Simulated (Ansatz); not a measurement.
**Changing the shape of AgH, singlet**

Program: Ansatz, Gaussian basis, development build. Basis cc-pVTZ-PP on Ag, cc-pVTZ on H, scalar-relativistic core potentials (28 electrons on Ag), no spin–orbit coupling, no frozen core; active space CAS(2,2). Restricted Hartree–Fock, then the lowest state-specific CASSCF solution met for each case. On stretched bonds single-reference methods can fail or change state. Unlike active orbitals can shift such differences by tenths of an eV, at times by over 1 eV.

Case A: bond length 1.7798 Å.

Case B: bond length 1.6180 Å.

Energy less that of case A, in eV:

| case | RHF/ROHF | CASSCF |
| --- | --- | --- |
| B | +0.009 | +0.056 |

Task: Give the SC-NEVPT2 energies against case A.

Result: B: -0.165 eV (-3.8 kcal/mol).

Task: Which case is lowest, and do the methods agree?

Result: B is lowest in SC-NEVPT2. CASSCF puts A lowest.
